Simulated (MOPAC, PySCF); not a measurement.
H₃AlO₃, SMILES `[OH][Al]([OH])[OH]`, neutral singlet in the gas phase. 

Z-matrix (Å, degrees):
```
Al
O 1 1.6928
H 2 0.9580 1 122.92
O 1 1.6928 2 120.00 3 180.00
H 4 0.9581 1 122.92 2 0.00
O 1 1.6928 2 120.00 3 0.00
H 6 0.9581 1 122.92 2 180.00
```
Charge 0, spin multiplicity 1.

All levels are single points at this geometry (B3LYP-D3(BJ)/def2-TZVP); Pople sets use spherical d functions. Orbital energies aren't observables, and empty levels follow the basis.

PM3 in MOPAC gives HOMO (eV) = -11.26.

Task: Estimate the HOMO (eV) from each of these levels: M06-2X/def2-TZVP in PySCF; B3LYP/LANL2DZ in PySCF; M06-2X/6-31G* in PySCF; PBE/6-31G* in PySCF; PM7 in MOPAC.

Result: 
```
level                      HOMO (eV)
-------------------------  ---------
M06-2X/def2-TZVP in PySCF     -10.83
B3LYP/LANL2DZ in PySCF         -8.56
M06-2X/6-31G* in PySCF        -10.36
PBE/6-31G* in PySCF            -6.77
PM7 in MOPAC                  -12.30
```
